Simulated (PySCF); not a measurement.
C4H4N, doublet, at a GFN2-xTB geometry; B3LYP/def2-SVP (PySCF).

Input for PySCF:
```python
from pyscf import gto, scf, dft

mol = gto.Mole()
mol.atom = '''
    H    -0.02216819    0.02578181    2.07218703
    N    -0.01100368    0.03722541    1.06501021
    C     0.01577759    1.15962534    0.28207507
    C    -0.02026850   -1.06664492    0.26860244
    C     0.02280243    0.72853871   -1.00533804
    C     0.00054728   -0.66735377   -1.04553609
    H     0.02721740    2.14433730    0.70122733
    H    -0.04086179   -2.05616890    0.68202308
    H    -0.00031443   -1.29952021   -1.90932923
'''
mol.basis = 'def2-svp'
mol.spin = 1
mol.verbose = 5
mol.build()

mf = dft.UKS(mol)
mf.xc = 'b3lyp'
mf.kernel()
```

It wrote (shortened):

```
PySCF version 2.14.0

[INPUT] verbose = 5
[INPUT] max_memory = 4000
[INPUT] num. atoms = 9
[INPUT] num. electrons = 35
[INPUT] charge = 0
[INPUT] spin (= nelec alpha-beta = 2S) = 1
[INPUT] symmetry False subgroup None
[INPUT] Mole.unit = angstrom
[INPUT] Symbol           X                Y                Z      unit          X                Y                Z       unit  Magmom
[...]
[INPUT] ---------------- BASIS SET ----------------
[INPUT] l, kappa, [nprim/nctr], expnt,             c_1 c_2 ...
[INPUT] N
[...]
                                257.64812677      -0.040221581118
                                58.458245853      -0.1793114499
                                16.198367905      -0.46376317823
                                5.0052600809      -0.44171422662
[...]
                                2.9257372874      -0.21807045028
                                0.79927750754     -0.51294466049
[...]
[INPUT] H
[...]
                                1.9622572         0.13796524
                                0.44453796        0.47831935
[...]
[INPUT] C
[...]
                                186.29004992      0.040638409211
                                42.251176346      0.18025593888
                                11.676557932      0.46315121755
                                3.5930506482      0.44087173314
[...]
                                2.0103545142      0.21117025112
                                0.54771004707     0.51328172114
[...]
nuclear repulsion = 153.694130368473
number of shells = 42
number of NR pGTOs = 148
number of NR cGTOs = 90
basis = def2-svp
ecp = {}

******** <class 'pyscf.dft.uks.UKS'> ********
method = UKS
initial guess = minao
damping factor = 0
level_shift factor = 0
DIIS = <class 'pyscf.scf.diis.CDIIS'>
diis_start_cycle = 1
diis_space = 8
diis_damp = 0
SCF conv_tol = 1e-09
SCF conv_tol_grad = None
SCF max_cycles = 50
direct_scf = True
direct_scf_tol = 1e-13
number electrons alpha = 18  beta = 17
XC library pyscf.dft.libxc version 7.1.2
    S. Lehtola, C. Steigemann, M. J. T. Oliveira, and M. A. L. Marques,  SoftwareX 7, 1–5 (2018)
XC functionals = b3lyp
    P. J. Stephens, F. J. Devlin, C. F. Chabalowski, and M. J. Frisch,  J. Phys. Chem. 98, 11623 (1994)
radial grids:
    Treutler-Ahlrichs [JCP 102, 346 (1995); DOI:10.1063/1.469408] (M4) radial grids

becke partition: Becke, JCP 88, 2547 (1988); DOI:10.1063/1.454033
pruning grids: <function nwchem_prune>
grids dens level: 3
symmetrized grids: False
atomic radii adjust function: <function treutler_atomic_radii_adjust>
small_rho_cutoff = 0
Set gradient conv threshold to 3.16228e-05
atom H rad-grids = 50, ang-grids = [ 50  50  50  50  50  50  50  50  50  50  50  50  50  50  50  86  86  86
  86 266 266 266 266 266 302 302 302 302 302 302 302 302 302 302 302 302
 302 266 266 266 266 266 266 266 266 266 266 266 266 266]
atom N rad-grids = 75, ang-grids = [ 50  50  50  50  50  50  50  50  50  50  50  50  50  50  50  50  50  50
  50  50  50  50  50  86  86  86  86  86  86  86  86  86  86 266 266 266
 266 266 266 266 302 302 302 302 302 302 302 302 302 302 302 302 302 302
 302 302 302 302 302 302 266 266 266 266 266 266 266 266 266 266 266 266
 266 266 266]
atom C rad-grids = 75, ang-grids = [ 50  50  50  50  50  50  50  50  50  50  50  50  50  50  50  50  50  50
  50  50  50  50  86  86  86  86  86  86  86  86  86  86 266 266 266 266
 266 266 302 302 302 302 302 302 302 302 302 302 302 302 302 302 302 302
 302 302 302 302 266 266 266 266 266 266 266 266 266 266 266 266 266 266
 266 266 266]
tot_boxes 2160, boxes in each direction [ 7 14 13]
Padding 2 grids
tot grids = 109608
nelec by numeric integration = [17.49277983 17.49277983]
E1 = -583.7323468159032  E2 = 219.80588271956316  Ecoul = 249.96562337809445  Exc = -30.15974065853129
init E= -210.232333727867
cond(S) = 6990.4879303699645

  alpha mo_energy =
[-1.44148251e+01 -1.02806830e+01 -1.02752452e+01 -1.02741773e+01
 -1.02603596e+01 -1.13525256e+00 -8.91473297e-01 -8.30414969e-01
 -6.48028172e-01 -6.18004892e-01 -5.86284945e-01 -4.74645911e-01
 -4.58768710e-01 -4.54376552e-01 -4.40764355e-01 -2.92391998e-01
 -2.57828186e-01 -2.41270088e-01 -3.78873618e-02  5.89119287e-03
  3.69489128e-02  7.83642268e-02  8.84899172e-02  9.54230821e-02
  1.64567818e-01  1.78355967e-01  2.45682937e-01  2.90775642e-01
  3.23839267e-01  3.46587677e-01  3.73698420e-01  4.05009368e-01
  4.27847277e-01  4.47062179e-01  4.61433174e-01  4.74916570e-01
  4.82026487e-01  5.02443841e-01  5.58964450e-01  5.71092748e-01
  5.87856039e-01  6.45978043e-01  6.55926038e-01  6.64846474e-01
  6.91101688e-01  7.22119440e-01  7.41831254e-01  7.64185888e-01
  8.95343730e-01  9.68289736e-01  1.03916257e+00  1.11402496e+00
  1.14095516e+00  1.20586820e+00  1.24670971e+00  1.27036744e+00
  1.28839329e+00  1.39726795e+00  1.56306460e+00  1.58992714e+00
  1.67046903e+00  1.67541291e+00  1.71483553e+00  1.74852233e+00
  1.75602172e+00  1.81712336e+00  1.84837989e+00  1.90806925e+00
  1.91973175e+00  1.96317320e+00  2.00082481e+00  2.05840152e+00
  2.12779667e+00  2.17925406e+00  2.19910253e+00  2.25409604e+00
  2.27551643e+00  2.29308328e+00  2.44083506e+00  2.61278661e+00
  2.61676474e+00  2.67980341e+00  2.68684109e+00  2.69885902e+00
  2.80268070e+00  2.82515153e+00  2.87436871e+00  3.21762749e+00
  3.26261766e+00  3.54756871e+00]
  beta  mo_energy =
[-1.44148251e+01 -1.02806830e+01 -1.02752452e+01 -1.02741773e+01
 -1.02603596e+01 -1.13525256e+00 -8.91473297e-01 -8.30414969e-01
 -6.48028172e-01 -6.18004892e-01 -5.86284945e-01 -4.74645911e-01
 -4.58768710e-01 -4.54376552e-01 -4.40764355e-01 -2.92391998e-01
 -2.57828186e-01 -2.41270088e-01 -3.78873618e-02  5.89119287e-03
  3.69489128e-02  7.83642268e-02  8.84899172e-02  9.54230821e-02
  1.64567818e-01  1.78355967e-01  2.45682937e-01  2.90775642e-01
  3.23839267e-01  3.46587677e-01  3.73698420e-01  4.05009368e-01
  4.27847277e-01  4.47062179e-01  4.61433174e-01  4.74916570e-01
  4.82026487e-01  5.02443841e-01  5.58964450e-01  5.71092748e-01
[...]
   2.3175227    2.36668446   2.37736514   2.5350449    2.68823574
   2.71177671   2.73868114   2.76121027   2.78105256   2.8718653
   2.92615867   2.94070783   3.29284307   3.35836203   3.61562428]
multiplicity <S^2> = 0.75640234  2S+1 = 2.0063921
nelec by numeric integration = [17.99999347 16.99999573]
E1 = -585.4572308289769  E2 = 222.44168581699358  Ecoul = 252.5342278855428  Exc = -30.092542068549207
cycle= 12 E= -209.32141464351  delta_E= -3.28e-09  |g|= 2.11e-05  |ddm|= 0.000111
  alpha mo_energy =
[-14.37723583 -10.20754395 -10.20356057 -10.18980487 -10.17019018
  -0.97953745  -0.77633914  -0.71886597  -0.58986436  -0.55270712
  -0.54383627  -0.43534913  -0.42263757  -0.4164272   -0.39452673
  -0.26228908  -0.25568433  -0.21938087   0.03542311   0.05067221
   0.08205015   0.10783273   0.11576683   0.13231308   0.2270652
   0.23722187   0.29752022   0.33360543   0.38043842   0.39185611
   0.42951413   0.45190572   0.4871391    0.50140787   0.50996501
   0.52249361   0.53476996   0.5613361    0.60677302   0.62900424
   0.64426926   0.70355176   0.71295491   0.74098684   0.75849432
   0.77188899   0.79965636   0.82114569   0.93918523   0.9998449
   1.08659872   1.1737318    1.17750507   1.27653482   1.3028675
   1.31877882   1.3437931    1.46150748   1.61991554   1.64499089
   1.72320415   1.72338713   1.7646233    1.81196257   1.81560389
   1.8803808    1.90447308   1.95240157   1.98491402   2.0184881
   2.05779602   2.12025276   2.20199653   2.24820801   2.28308605
   2.30994413   2.35581496   2.36483501   2.52394424   2.68543339
   2.70120812   2.73721567   2.7543224    2.77520938   2.8689423
   2.91074612   2.93462703   3.2878626    3.34398102   3.61236399]
  beta  mo_energy =
[-14.37642188 -10.20653077 -10.20357465 -10.17313702 -10.16985973
  -0.97553557  -0.76480487  -0.71364451  -0.58586197  -0.54691058
  -0.52827043  -0.43115508  -0.41805714  -0.41492374  -0.38536215
  -0.24751383  -0.21669349  -0.08774069   0.03627266   0.05382897
   0.09802957   0.10854249   0.11638369   0.13296822   0.22962866
   0.24492016   0.30609682   0.33741734   0.3874129    0.40141978
   0.43688617   0.46047497   0.48827281   0.51824868   0.52484264
   0.5354683    0.5514092    0.56492641   0.62032853   0.63786711
   0.64548514   0.707008     0.71744511   0.74527581   0.77035892
   0.78034212   0.79988499   0.83341324   0.94359517   1.00157075
   1.08923826   1.17829446   1.18045341   1.27860274   1.30586101
   1.32569575   1.34758438   1.48515518   1.63245712   1.6494755
   1.72604853   1.7308167    1.76662322   1.82118006   1.83387728
   1.88381995   1.90779868   1.97566961   1.98777279   2.02001771
   2.07152682   2.12580873   2.21282293   2.26429497   2.29261011
   2.31752361   2.36668378   2.37736614   2.5350452    2.688237
   2.71177714   2.73868291   2.761211     2.781054     2.87186662
   2.92615921   2.94070925   3.29284443   3.35836318   3.61562549]
multiplicity <S^2> = 0.75640407  2S+1 = 2.0063939
nelec by numeric integration = [17.99999347 16.99999573]
E1 = -585.4572114403236  E2 = 222.44166642770813  Ecoul = 252.5342078983905  Exc = -30.092541470682352
cycle= 13 E= -209.321414644143  delta_E= -6.32e-10  |g|= 5e-06  |ddm|= 5.79e-05
  alpha mo_energy =
[-14.37723886 -10.20754582 -10.20356353 -10.18980516 -10.17019146
  -0.9795392   -0.77633972  -0.71886725  -0.58986529  -0.55270789
  -0.54383712  -0.43535007  -0.42263824  -0.41642863  -0.39452727
  -0.26228991  -0.25568458  -0.21938224   0.03542168   0.05067189
   0.08204993   0.10783258   0.11576683   0.13231277   0.22706461
   0.23722111   0.29751962   0.33360496   0.38043775   0.39185573
   0.42951377   0.45190524   0.48713825   0.50140753   0.50996397
   0.52249269   0.53476901   0.56133572   0.60677268   0.62900406
   0.6442688    0.70355124   0.71295416   0.74098614   0.7584939
   0.77188808   0.79965514   0.82114498   0.93918453   0.99984409
   1.08659829   1.17373119   1.17750483   1.27653432   1.30286685
   1.31877814   1.34379241   1.46150653   1.61991496   1.6449908
   1.72320377   1.72338695   1.76462286   1.81196212   1.81560328
   1.88037989   1.90447229   1.95240091   1.98491352   2.01848703
   2.05779522   2.12025162   2.20199619   2.2482073    2.28308527
   2.30994338   2.35581418   2.36483427   2.52394351   2.68543192
   2.70120751   2.73721408   2.75432172   2.77520864   2.86894098
   2.91074508   2.93462599   3.28786126   3.34398006   3.61236267]
  beta  mo_energy =
[-14.37642493 -10.20653212 -10.2035774  -10.17313729 -10.16986142
  -0.97553726  -0.76480597  -0.71364544  -0.58586312  -0.54691087
  -0.52827172  -0.43115602  -0.41805799  -0.41492476  -0.38536282
  -0.24751534  -0.21669379  -0.08774072   0.03627238   0.05382865
   0.09802849   0.10854239   0.11638374   0.13296786   0.22962806
   0.24491944   0.3060964    0.33741689   0.38741222   0.40141952
   0.43688557   0.46047436   0.48827236   0.51824783   0.52484202
   0.53546796   0.55140903   0.56492574   0.62032815   0.63786633
   0.6454847    0.70700761   0.71744436   0.74527492   0.77035819
   0.78034143   0.79988388   0.83341235   0.94359439   1.00156992
   1.08923772   1.17829397   1.18045304   1.27860213   1.30586022
   1.325695     1.34758388   1.48515425   1.63245667   1.64947523
   1.72604812   1.7308164    1.76662268   1.82117927   1.83387673
   1.88381907   1.90779782   1.97566925   1.98777242   2.02001705
   2.07152618   2.12580813   2.21282197   2.26429427   2.29260911
   2.31752287   2.36668279   2.37736539   2.53504434   2.68823585
   2.71177643   2.73868168   2.76121048   2.78105313   2.87186546
   2.92615807   2.94070828   3.29284315   3.35836227   3.61562422]
multiplicity <S^2> = 0.75640373  2S+1 = 2.0063935
nelec by numeric integration = [17.99999347 16.99999573]
E1 = -585.4572609102872  E2 = 222.44171589763866  Ecoul = 252.5342612771435  Exc = -30.09254537950482
Extra cycle  E= -209.321414644176  delta_E= -3.31e-11  |g|= 4.3e-06  |ddm|= 1.27e-05
converged SCF energy = -209.321414644176  <S^2> = 0.75640373  2S+1 = 2.0063935
```
